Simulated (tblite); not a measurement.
Compound: C2H7GeNOSi.
Atom-mapped SMILES: `[N:1]#[C:2][CH2:3][GeH2:4][O:5][SiH3:6]` (hydrogens: H7, H8 on C3; H9, H10 on Ge4; H11, H12, H13 on Si6)

Geometry (GFN2-xTB, Å), atoms numbered from 1 in this order:
```
atom  x, y, z in Å
N1    -1.3303    2.1539    1.3423
C2    -1.5243    1.0782    1.0040
C3    -1.7450   -0.2572    0.5457
Ge4   -0.6402   -0.5894   -1.0923
O5     1.0164   -0.5985   -0.6155
Si6    2.2844    0.1452    0.0982
H7    -1.4472   -0.9635    1.3246
H8    -2.8048   -0.3959    0.3258
H9    -0.8123    0.4776   -2.1441
H10   -0.8472   -1.9815   -1.6335
H11    1.8155    1.2606    0.9168
H12    2.8817   -0.9186    0.9032
H13    3.1489    0.5897   -0.9928
```

Level: GFN2-xTB in tblite, geometry and Hessian alike; calculated harmonic values, unscaled, isolated species. Against measured fundamentals such values can be off by several per cent, at times by over 20. Modes of hydrogen on germanium and silicon can be 10 to 20 % off. One conformer, not necessarily the lowest. The optimisation stopped once no atom felt more than 0.01 eV/Å.

Lowest wavenumbers of the output (negative numbers stand for imaginary wavenumbers):
```
mode    cm-1
  1     -34.1
  2      38.2
  3      47.0
  4      90.1
  5     111.6
  6     184.0
  7     367.7
  8     398.7
  9     402.8
 10     442.1
```

Q: Is this structure a minimum?

A: Not by this Hessian. 1 mode is imaginary beyond 20i (34i cm⁻¹), so at this level the point lies at or near a first-order saddle. The curvature is small, so loose convergence or finite differences may be the whole cause.

Q: Which atoms move in the imaginary mode?

A: 34i: H12 (Si–H hydrogen) 32 %, H13 (Si–H hydrogen) 31 %, H11 (Si–H hydrogen) 23 %. These are shares of the mass-weighted motion.

Q: What is the remedy?

A: Step along that mode in both directions, optimise again with tighter thresholds and repeat the frequencies. The zero-point energy of this point (47.9 kcal/mol) counts the 32 real modes alone, and thermal corrections from it aren't those of a minimum.
